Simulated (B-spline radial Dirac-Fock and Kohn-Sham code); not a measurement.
## Neutral gadolinium: differential elastic cross section for positrons at 24.5 keV

The computed values come from a B-spline atomic structure program: relativistic (Dirac) partial waves in the static field of the Dirac-Fock atom, without polarisation or absorption potentials.

| θ (°) | dσ/dΩ (Å²/sr) |
| --- | --- |
| 5 | 2.82 |
| 10 | 0.337 |
| 15 | 0.0921 |
| 20 | 0.0351 |
| 25 | 0.0163 |
| 30 | 0.00871 |
| 35 | 0.00517 |
| 40 | 0.00329 |
| 45 | 0.00220 |
| 50 | 0.00154 |
| 55 | 0.00111 |
| 60 | 0.000827 |
| 65 | 0.000632 |
| 70 | 0.000494 |
| 75 | 0.000395 |
| 80 | 0.000321 |
| 85 | 0.000266 |
| 90 | 0.000223 |
| 95 | 0.000190 |
| 100 | 0.000164 |
| 105 | 0.000144 |
| 110 | 0.000127 |
| 115 | 0.000114 |
| 120 | 0.000102 |
| 125 | 9.35e-05 |
| 130 | 8.60e-05 |
| 135 | 7.99e-05 |
| 140 | 7.48e-05 |
| 145 | 7.06e-05 |
| 150 | 6.72e-05 |
| 155 | 6.45e-05 |
| 160 | 6.24e-05 |
| 165 | 6.08e-05 |
| 170 | 5.97e-05 |
| 175 | 5.90e-05 |

The total elastic cross section is 0.521 Å², the first transport cross section 0.00588 Å² and the second, weighted with (3/2) sin²θ, 0.0136 Å². The mean deflection is ⟨1 − cos θ⟩ = 0.0113, and 0.14 % of the collisions scatter beyond 90°.
